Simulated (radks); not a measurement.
All-electron atom: the tin anion Sn4- in [Xe]. Calculated with a radial shooting solver on a logarithmic mesh with Libxc functionals: scalar-relativistic Kohn-Sham, LDA (Slater exchange, Perdew-Wang correlation), spin-polarised, spherical densities, point nucleus; Watson sphere of charge +4 and radius 3.32 bohr.

Normalised radial functions P(r) = r R(r), r in bohr:

r	4p	4d
0.001564	0.0022	0.0000
0.002103	0.0037	0.0000
0.002827	0.0062	0.0000
0.003801	0.0104	0.0001
0.005111	0.0175	0.0002
0.006817	0.0288	0.0005
0.009165	0.0476	0.0010
0.01232	0.0772	0.0023
0.01657	0.1222	0.0052
0.02227	0.1864	0.0113
0.02971	0.2675	0.0235
0.03994	0.3602	0.0481
0.0537	0.4338	0.0936
0.07219	0.4349	0.1703
0.09706	0.2969	0.2837
0.1305	-0.0125	0.4198
0.1741	-0.4026	0.5251
0.234	-0.6672	0.5152
0.3146	-0.5171	0.2941
0.423	0.1054	-0.1441
0.5687	0.8562	-0.6514
0.7646	1.2178	-0.9820
1.02	1.0263	-0.9908
1.371	0.5677	-0.7490
1.843	0.2065	-0.4393
2.478	0.0471	-0.2028
3.332	0.0062	-0.0726
4.48	0.0004	-0.0171
5.975	0.0000	-0.0024
8.033	0.0000	-0.0002
10.8	0.0000	0.0000

4p: eigenvalue -87.914 eV, 2 radial nodes at r = 0.129, 0.406 bohr, <r> = 0.886 bohr, 90 % of the charge inside 1.31 bohr. 4d: eigenvalue -24.397 eV, 1 radial node at r = 0.388 bohr, <r> = 1.11 bohr, 90 % of the charge inside 1.75 bohr.
